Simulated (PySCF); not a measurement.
SMILES F[SiH](F)[SiH2][SiH](Cl)Cl at its CAM-B3LYP/def2-SVP optimised geometry (Å):

```
11

Si    -1.3157    -1.8811    -1.8423
F     -1.6008    -0.8803    -3.0760
F     -2.7466    -2.4812    -1.3821
Si    -0.4880    -0.6987     0.0000
Si    -1.2351    -1.8790     1.8722
Cl    -0.3038    -1.2052     3.5866
Cl    -0.7097    -3.8532     1.5279
H     -0.4839    -2.9959    -2.3438
H      1.0002    -0.6987     0.0000
H     -1.0002     0.6987     0.0000
H     -2.6963    -1.8283     2.0975
```

Level of theory: CAM-B3LYP/def2-TZVP in PySCF 2.14.0.

Map of the Laplacian of the electron density (e/bohr⁵), clipped to [-1.50, 1.50] on the plane z = 1.2 Å:

```
|:::::::::::::::::::::::::::::|
|:::::::::::::::::::::::::::::|
|:::::::::::::::::::::::::::::|
|:::::::::::::::::::::::::::::|
|:::::::::::::::::::::::::::::|
|:::::::::::::::::::::::::::::|
|:::::::::::::::::::::::::::::|
|:::::::::::::::::::::::::::::|
|:::::::::::::::::::::::::::::|
|:::::::::::::::::::::::::::::|
|:::::::::::::::::::::::::::::|
|:::::::::::::::::::::::::::::|
|:::::::::::::::::::::::::::::|
|:::::::::::::::::::::::::::::|
|:::::::::::::::::::::::::::::|
|:::::::::::::::::::::::::::::|
|:::::::::::::::::::::::::::::|
|:::::::::::::::::::::::::::::|
|:::::::::::::::::::::::::::::|
|::::::::::..:::::::::::::::::|
|:::::::::::.:::::::::::::::::|
|:::::::-=+-::::::::::::::::::|
|:::::::-=*=::::::::::::::::::|
|:::::::--=-::::::::::::::::::|
|::::::::-:::--:::::::::::::::|
|:::::::::::----::::::::::::::|
|:::::::---::----:::::::::::::|
|:::::::--:. .:--:::::::::::::|
|:::::::--.-@% :--::::::::::::|
```
Scale: ten equal steps from -0.562 (start of ' ') to 1.50 (end of '@'), in the order ' .:-=+*#%@'; x runs from -3.50 to 3.50, y from -3.50 (bottom) to 3.50 (top).
